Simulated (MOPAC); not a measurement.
Input file for MOPAC: PM7 on NaC-, 2S+1 = 3, a spin state set in the input, which need not be the lowest, a point of a bond scan (R = 2.266 Å). Charge -1.

```
PM7 1SCF PRECISE CHARGE=-1 UHF MS=1 THREADS=1
CNa

C      0.00000000 1     0.00000000 1     0.00000000 1
Na     0.00000000 1     0.00000000 1     2.26631300 1
```

The log:

```
*******************************************************************************
 **                                                                           **
 **                              MOPAC v23.2.5                                **
 **                                                                           **
 *******************************************************************************
 ** MOPAC's Digital Object Identifier: https://doi.org/10.5281/zenodo.6511958 **
 **                                                                           **
 ** Please cite the open-source release paper for use of this MOPAC version:  **
 ** J. E. Moussa and J. J. P. Stewart (2026)                                  **
 ** MOPAC: An open-source semiempirical molecular orbital program             **
 ** J. Open Source Softw., 11(119), 8025, https://doi.org/10.21105/joss.08025 **
 *******************************************************************************

                              PM7 CALCULATION RESULTS

 *******************************************************************************
 *  PM7        - The PM7 Hamiltonian to be used
 *  UHF        - UNRESTRICTED HARTREE-FOCK CALCULATION
 *
 *
 *
 *                 CHARGE ON SYSTEM = -1
 *
 *
 *
 *  MS=        - IN MECI, MAGNETIC COMPONENT OF SPIN =  1.0
 *  PRECISE    - TIGHTER CRITERIA TO BE USED
 *  1SCF       - DO 1 SCF AND THEN STOP
 *  THREADS=1  - MULTI-THREADING NOT USED
 *  T=         - A TIME OF 172800.0 SECONDS REQUESTED
 *  DUMP=N     - RESTART FILE WRITTEN EVERY 7200.0 SECONDS REQUESTED
 *******************************************************************************
PM7 1SCF PRECISE CHARGE=-1 UHF MS=1 THREADS=1
 CNa

   ATOM   CHEMICAL          X               Y               Z
  NUMBER   SYMBOL      (ANGSTROMS)     (ANGSTROMS)     (ANGSTROMS)

     1       C          0.00000000  *   0.00000000  *   0.00000000  *
     2      Na          0.00000000  *   0.00000000  *   2.26631300  *



          CARTESIAN COORDINATES

    NO.       ATOM           X           Y           Z

     1         C          0.0000      0.0000      0.0000
     2        Na          0.0000      0.0000      2.2663

 General Reference for PM7:
 "Optimization of Parameters for Semiempirical Methods VI: More Modifications to the
 NDDO Approximations and Re-optimization of Parameters", J. J. P. Stewart, J. Mol. Mod., 1:32, 19 (2013)
 https://link.springer.com/article/10.1007/s00894-012-1667-x

           Empirical Formula: C Na  =     2 atoms



      MOLECULAR POINT GROUP   :   C*v


          UHF CALCULATION, NO. OF ALPHA ELECTRONS =    4
                           NO. OF BETA  ELECTRONS =    2

 -------------------------------------------------------------------------------
 PM7 1SCF PRECISE CHARGE=-1 UHF MS=1 THREADS=1
 CNa



     1SCF WAS SPECIFIED, SO BFGS WAS NOT USED
     SCF FIELD WAS ACHIEVED


                              PM7 CALCULATION
                                                       MOPAC v23.2.5 Linux




          FINAL HEAT OF FORMATION =        249.51616 KCAL/MOL =    1043.97560 KJ/MOL


          COSMO AREA              =        104.67 SQUARE ANGSTROMS
          COSMO VOLUME            =         96.32 CUBIC ANGSTROMS

          IONIZATION POTENTIAL    =         -1.469450 EV
          ALPHA SOMO LUMO (EV)    =          0.899  8.261
          BETA  SOMO LUMO (EV)    =          1.469  8.950
          NO. OF ALPHA ELECTRONS  =          4
          NO. OF BETA  ELECTRONS  =          2
          MOLECULAR WEIGHT        =         35.0008         POINT GROUP:  C*v

          MOLECULAR DIMENSIONS (Angstroms)

            Atom       Atom       Distance
           Na     2    C     1     2.26631
           Na     2    C     1     0.00000
            C     1   Na     2     0.00000


          SCF CALCULATIONS        =          1





   ATOM   CHEMICAL          X               Y               Z
  NUMBER   SYMBOL      (ANGSTROMS)     (ANGSTROMS)     (ANGSTROMS)

     1       C          0.00000000  *   0.00000000  *   0.00000000  *
     2      Na          0.00000000  *   0.00000000  *   2.26631300  *

                             CARTESIAN COORDINATES

   1    C        0.000000000     0.000000000     0.000000000
   2   Na        0.000000000     0.000000000     2.266313000


           Empirical Formula: C Na  =     2 atoms



      MOLECULAR POINT GROUP   :   C*v


          ALPHA EIGENVALUES
  -6.54491  -0.16445  -0.01810   0.89852   8.26077  18.38953  18.90492  18.90565


           BETA EIGENVALUES
  -5.63366   1.46945   8.95043  10.30519  17.72864  21.80070  21.83071  23.07797


              NET ATOMIC CHARGES AND DIPOLE CONTRIBUTIONS

  ATOM NO.   TYPE          CHARGE      No. of ELECS.   s-Pop       p-Pop
    1          C          -0.988746        4.9887     1.92333     3.06542
    2         Na          -0.011254        1.0113     0.72427     0.28698
 DIPOLE           X         Y         Z       TOTAL
 POINT-CHG.     0.000     0.000     7.028     7.028
 HYBRID        -0.000     0.000    -3.237     3.237
 SUM           -0.000     0.000     3.790     3.790


          ATOMIC ORBITAL ELECTRON POPULATIONS

     Atom    s        px        py        pz
    1  C   1.92333   1.99477   0.99745   0.07320
    2 Na   0.72427   0.00523   0.00255   0.27920


                    (SZ)    =    1.000000
                    (S**2)  =    2.017212


          ATOMIC ORBITAL SPIN POPULATIONS

    Atom   Total    s     px     py     pz
         Atomic
    1  C  1.0521  0.032 -0.001  0.997  0.024
    2 Na  0.9479  0.718  0.001  0.003  0.227

 **********************
 *                    *
 * JOB ENDED NORMALLY *
 *                    *
 **********************




 == MOPAC DONE ==
```

The run finished.

Cost: very roughly 0.03 core-seconds.
